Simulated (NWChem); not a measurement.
System: GeSiH$_{3}$Cl$_{3}$; SMILES Cl[Si](Cl)(Cl)[GeH3]

```xyz
8

Cl     0.1389     1.9212     1.1847
Si     0.0000     0.0000     0.4568
Cl     1.5944    -1.0809     1.1847
Cl    -1.7333    -0.8403     1.1847
Ge     0.0000     0.0000    -1.9137
H      1.3087     0.6338    -2.4101
H     -1.2033     0.8165    -2.4101
H     -0.1055    -1.4503    -2.4101
```
Atoms are numbered in this order, from 1.

Program: NWChem. Coordinates come from a PBE0/def2-SVP optimisation. Static field.

Q: What does the run give for PBE0/def2-SVP? Quantities: isotropic polarisability (bohr³); anisotropy (bohr³).

A: 
```yaml
isotropic polarisability (bohr³): 78.2
anisotropy (bohr³): 8.4
```
